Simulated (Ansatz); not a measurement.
`[F][AlH][S][SiH3]` + CH₃OH → `C[O][AlH][F]` + `[SiH3]S` at 298.15 K and 1 bar (ligand exchange at the Al–S bond).

Gas-phase electronic energies from Ansatz, PBE0-D4/def2-TZVP geometries. CCSD(T)/CBS is the MP2 limit (def2-TZVPP, def2-QZVPP) plus CCSD(T) − MP2 in def2-TZVPP, frozen cores. This one scheme is used for every species. One conformer a species, not always the lowest.

```json
{"species": "`[F][AlH][S][SiH3]`", "CCSD(T)/CBS energy (Eh)": "-1031.20495", "H − E (kJ/mol)": "118.0", "S (J/(mol·K))": "357.3"}
{"species": "CH₃OH", "CCSD(T)/CBS energy (Eh)": "-115.61712", "H − E (kJ/mol)": "146.3", "S (J/(mol·K))": "238.2"}
{"species": "`C[O][AlH][F]`", "CCSD(T)/CBS energy (Eh)": "-457.55503", "H − E (kJ/mol)": "153.7", "S (J/(mol·K))": "324.2"}
{"species": "`[SiH3]S`", "CCSD(T)/CBS energy (Eh)": "-689.27336", "H − E (kJ/mol)": "102.7", "S (J/(mol·K))": "272.7"}
```

H − E and S are ideal-gas, rigid-rotor, harmonic terms from PBE0-D4/def2-TZVP, for one conformer and one mirror image of each species. 1 Eh = 2625.50 kJ/mol, R = 8.31446 J/(mol·K).

Problem. By hand: ΔE, ΔH, ΔS and ΔG.

Solution. ΔE = (-457.55503) + (-689.27336) − (-1031.20495) − (-115.61712) = -0.00632 Eh = -16.6 kJ/mol. Δ(H − E) = 153.7 + 102.7 − 118.0 − 146.3 = -7.9, so ΔH = -24.5 kJ/mol. ΔS = 324.2 + 272.7 − 357.3 − 238.2 = 1.4 J/(mol·K). ΔG = -24.5 − 298.15 × (1.4)/1000 = -24.9 kJ/mol.

Problem. By hand: the equilibrium constant, and the temperature at which ΔG would vanish if ΔH and ΔS stayed fixed.

Solution. log₁₀ K = −ΔG/(RT ln 10) = 4.4. ΔH and −TΔS have one sign here, so there is no such temperature.

The number of gas molecules stays the same, so ΔS is small and ΔH decides. A doubt of 5 kJ/mol in ΔE shifts log₁₀ K by 0.9 here. Other conformers and mirror images would add mixing entropy, several J/(mol·K) or more a flexible species. Modes under 60 cm⁻¹, often nearly free rotors, make the harmonic entropy too high. These are equilibria of isolated gas molecules and say nothing of rates. Largest T1 diagnostic: 0.013 (customary marks: 0.02 for closed shells, 0.045 for open ones).

ΔS is within the doubt of such terms, so its sign, and with it that verdict, could turn.
